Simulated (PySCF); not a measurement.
Static polarisabilities and like-pair C6 coefficients by linear response at CAM-B3LYP/def2-SVPD (PySCF, frozen core in the response, non-relativistic, gas phase), PBE0-D3(BJ)/def2-SVP geometries, one conformer each; atomic units unless stated.

| species | electrons | α |
| --- | --- | --- |
| `CC#CCC(=O)C(F)(F)F` | 76 | 75.9 |
| `C(C#CB)#C` | 32 | 70.7 |
| `C#CC1=C[C@@]2(C)C=C[C@@H]12` | 62 | 100.8 |
| `C(C(F)(F)F)c1cocc1` | 76 | 72.2 |

Task: Estimate each like-pair C6, largest first.

Result: 
```json
{"species": "`C#CC1=C[C@@]2(C)C=C[C@@H]12`", "C6": "3809", "ω̄ = 4·C6/(3α²) (eV)": "13.6"}
{"species": "`CC#CCC(=O)C(F)(F)F`", "C6": "2603", "ω̄ = 4·C6/(3α²) (eV)": "16.4"}
{"species": "`C(C(F)(F)F)c1cocc1`", "C6": "2422", "ω̄ = 4·C6/(3α²) (eV)": "16.8"}
{"species": "`C(C#CB)#C`", "C6": "1457", "ω̄ = 4·C6/(3α²) (eV)": "10.6"}
```

The order is that of α. London's effective excitation energy ω̄ runs from 10.6 to 16.8 eV here.
